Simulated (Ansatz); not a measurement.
A run for Ansatz (an electronic-structure program): U-wB97M-V/def2-TZVPP on ScO, 2S+1 = 2, a spin state set in the input, which need not be the lowest, a point of a bond scan (R = 1.653 Å).

Ansatz 0.2 input:
```yaml
crystal:
  periodic: [false, false, false]
  atoms:
    - {symbol: Sc, position_ang: [0.00000000, 0.00000000, 0.00000000]}
    - {symbol: O, position_ang: [0.00000000, 0.00000000, 1.65302700]}
basis:
  gaussian:
    orbitals: def2-TZVPP
    pivot_positions_ang: [[0.00000000, 0.00000000, 0.00000000], [0.00000000, 0.00000000, 1.65302700]]
hamiltonian:
  xc: {name: wB97M-V}
magnetization: {spin_polarized: true, initial_magnetization: 1}
output: {forces: true, orbitals: {seedname: ./end}}
```

The head of its log:

```
WARN ansatz: RAYON_NUM_THREADS=2 ignored (pool sized by the plan → 2); use --threads N
Functional definition: wB97M-V
integrals: 0.04 GiB planned
642 factors; their error is unknown
integrals: 0.07 GiB planned
160 factors; integrals over basis functions are off by at most 2.3e-5 eV
mean field: 0.56 GiB planned
mean field evaluation 1: about -22732.8435 eV, gradient 5.6e1 eV
mean field evaluation 2: about -22620.9341 eV, gradient 1.7e2 eV
```

### Question
What total energy does the run end on?

### Answer
-835.8940 hartree.
